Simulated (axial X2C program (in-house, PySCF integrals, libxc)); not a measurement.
# MoH⁺: nuclear properties from DFT to coupled cluster

Calculated with an in-house all-electron X2C program for linear molecules (integrals from PySCF): two-component X2C with atomic mean-field Coulomb and Gaunt terms, Gaussian nuclei, basis Mo dyall-acv3z, H dyall-av3z with contracted cores.

R = 1.665 Å (near the PBE0 minimum at charge 1 of the determinant lowest at the starting distance; the state shown can have its own minimum elsewhere); state Ω = 2 (⟨Sz⟩ = 2.00, ⟨Lz⟩ = 0.00 at PBE0).

| level | Eeff magnitude (GV/cm) | Ws magnitude Mo (kHz) | A∥/gI Mo (MHz) | qzz Mo (a.u.) | A∥/gI H (MHz) |
| --- | --- | --- | --- | --- | --- |
| PBE0 | 0.607 | 0.162 | -483 | 0.06 | -7.73 |
| HF | 0.616 | 0.161 | -694 | 0.58 | -13.4 |
| B3LYP | 0.566 | 0.153 | -419 | -0.03 | -5.96 |

Eeff is the effective electric field on the electron electric dipole moment in this Ω state and Ws the scalar–pseudoscalar constant of the nucleus named (defined with the proton number Z and per Ω); A∥ (defined per Ω) follows by multiplying with gI = μI/(I μN); qzz is the electric field gradient, eQq0 = 234.96 MHz × Q/barn × qzz. The operators were transformed with the bare-nucleus X2C matrices; with these basis sets, hyperfine constants and field gradients can be off by tens of per cent, and where levels differ in sign neither size nor sign is settled.

Finite-field MP2, CCSD and CCSD(T), with 14 electrons correlated in 127 natural virtual spinors (MP2 remainder added):

| level | Eeff magnitude (GV/cm) | Ws magnitude Mo (kHz) | A∥/gI Mo (MHz) | qzz Mo (a.u.) | A∥/gI H (MHz) |
| --- | --- | --- | --- | --- | --- |
| MP2 | 0.624 | 0.164 | -594 | 0.50 | -7.21 |
| CCSD | 0.403 | 0.108 | -571 | 0.46 | -6 |
| CCSD(T) | 0.355 | 0.0959 | -566 | 0.45 | -5.17 |

T1 = 0.022 (Lee–Taylor). One unrestricted determinant, the lowest of a limited PBE0 search, is the reference; the functionals treat spin collinearly. With several open shells it need not be a pure state. Correlation of the inner shells is missing, which matters for properties at the nucleus. Number of frozen shells: Mo 3 s, 2 p, 1 d; H none.

Task: By how much does correlation change each value, CCSD(T) against HF?

Result: Eeff magnitude -42 %; Ws magnitude Mo -40 %; A∥/gI Mo -18 %; qzz Mo -22 %; A∥/gI H -61 %.
